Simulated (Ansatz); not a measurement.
tetraphenylborate, `c1ccc([B-](c2ccccc2)(c2ccccc2)c2ccccc2)cc1`, 45 atoms. Hardware: 2 threads of AMD EPYC 7R13 on a shared host and a share (18 GiB) of an NVIDIA H100 80GB HBM3.

Correlated methods freeze 25 core orbitals. Single mean-field runs in def2-SVP, def2-TZVP are fitted with def2-universal-jkfit.

Task: How many basis functions does each of these Ansatz runs have, and roughly what does it cost? PBE0-D4/def2-TZVP, charge 0 doublet at the geometry of the charge -1 singlet, energy; HF/def2-TZVP, charge -1 singlet, energy, from earlier orbitals; PBE0-D4/def2-TZVP, charge -1 triplet at the geometry of the charge -1 singlet, energy; BHLYP-D4/def2-TZVP, charge -1 singlet, energy, from earlier orbitals; BLYP-D4/def2-TZVP, charge 0 doublet at the geometry of the charge -1 singlet, energy, from earlier orbitals; PBE0-D4/def2-SVP, charge -1 singlet, energy, from earlier orbitals; PBE-D4/def2-SVP, charge -1 singlet, energy, from earlier orbitals; PBE-D4/def2-TZVP, charge 0 doublet at the geometry of the charge -1 singlet, energy, from earlier orbitals; BLYP-D4/def2-TZVP, charge -1 singlet, energy and forces, from earlier orbitals; MP2/def2-SVP, charge -1 singlet, energy, from earlier orbitals; HF/6-31G, charge -1 singlet, energy; B3LYP-D4/6-31G, charge -1 singlet, energy.

Result: Other jobs shared the machine, so times can vary by a factor of up to 3. A dash marks memory too small to be measured apart from the calling script's.

```
                                                                                                        run  functions  fitting or Cholesky vectors  wall time  peak host memory (GiB)
                                                                        HF/6-31G, charge -1 singlet, energy        265                         3814        5 s                       –
                                          PBE-D4/def2-SVP, charge -1 singlet, energy, from earlier orbitals        450                         2235      7.5 s                       –
                                         PBE0-D4/def2-SVP, charge -1 singlet, energy, from earlier orbitals        450                         2235      7.5 s                       –
BLYP-D4/def2-TZVP, charge 0 doublet at the geometry of the charge -1 singlet, energy, from earlier orbitals        895                         2235        9 s                       –
 PBE-D4/def2-TZVP, charge 0 doublet at the geometry of the charge -1 singlet, energy, from earlier orbitals        895                         2235      9.1 s                     1.6
                                                                  B3LYP-D4/6-31G, charge -1 singlet, energy        265                         3814       10 s                       –
                                             HF/def2-TZVP, charge -1 singlet, energy, from earlier orbitals        895                         2235       12 s                       –
                                             MP2/def2-SVP, charge -1 singlet, energy, from earlier orbitals        450                         4704       13 s                       –
                                       BHLYP-D4/def2-TZVP, charge -1 singlet, energy, from earlier orbitals        895                         2235       14 s                       –
                             BLYP-D4/def2-TZVP, charge -1 singlet, energy and forces, from earlier orbitals        895                         2235       15 s                       –
                       PBE0-D4/def2-TZVP, charge 0 doublet at the geometry of the charge -1 singlet, energy        895                         2235       15 s                     1.6
                      PBE0-D4/def2-TZVP, charge -1 triplet at the geometry of the charge -1 singlet, energy        895                         2235       73 s                     1.6
```
